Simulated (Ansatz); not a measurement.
Reading a saddle point

A first-order saddle point of BSiH5Cl2, closed shell, PBE0-D4/def2-TZVP, with one imaginary mode of 830i cm⁻¹:

| atom | x (Å) | y (Å) | z (Å) |
| --- | --- | --- | --- |
| B1 | -0.6070 | 0.2752 | -0.7130 |
| H2 | -0.0722 | 0.0446 | -1.8797 |
| Cl3 | -2.0488 | -0.8036 | -0.6608 |
| Cl4 | -0.7685 | 2.0682 | -0.6415 |
| H5 | 0.4966 | -0.2140 | -1.0714 |
| Si6 | 0.5933 | -0.2708 | 0.9399 |
| H7 | 1.8642 | 0.4944 | 1.0086 |
| H8 | 0.8731 | -1.7283 | 0.9942 |
| H9 | -0.3308 | 0.1342 | 2.0238 |

Program: Ansatz 0.2.0. Basis: def2-TZVPP and def2-QZVPP. Cores are frozen in the correlated methods. Extrapolation: Hartree–Fock as exp(−7.88 √X), correlation as X^−2.97.

(1) Which contacts change along the imaginary mode, and what lies on either side? (Judge from chemistry; the calculation decides.)

(2) Which side is lower, and how far does the saddle lie above each? (An estimate is asked for; the value comes from the calculation.)

No T1 diagnostic of these runs exceeds 0.013. The start structure is not quite a true minimum (one mode of 30i cm⁻¹).

Results:

(1) By the calculation: The step is BHCl₂ ([Cl][BH][Cl]) + SiH₄ → BSiH₃Cl₂ ([SiH3][B]([Cl])[Cl]) + H₂, with the molecules in contact on both sides. Shortening one way: B1–Si6, H2–H5; lengthening the same way: B1–H2, H5–Si6.
| pair | one side (Å) | saddle (Å) | other side (Å) |
| --- | --- | --- | --- |
| B1–Si6 | 3.83 | 2.11 | 2.02 |
| H2–H5 | 2.85 | 1.02 | 0.75 |
| B1–H2 | 1.19 | 1.30 | 3.20 |
| H5–Si6 | 1.49 | 2.01 | 3.49 |

(2) Computed: The side with B1–H2, H5–Si6 short is lower by 39.0 kJ/mol; the saddle lies 135.4 kJ/mol above it and 96.4 kJ/mol above the other (CCSD(T) at an estimated basis limit (MP2 extrapolated from triple and quadruple zeta, plus CCSD(T) − MP2 in triple zeta); electronic energies).

Labels in which every atom is bracketed show which atoms are joined, not bond orders.

For scale, one of the runs: CCSD(T)/def2-TZVPP, 227 basis functions, launched by `ansatz run in.yaml --threads 4 --pin off --events-out ev --progress --plain --max-ram 9574MiB`. Hardware: 4 CPU threads of an Arm Neoverse V1, shared host. Wall time 66 s; peak host memory 3.4 GiB.
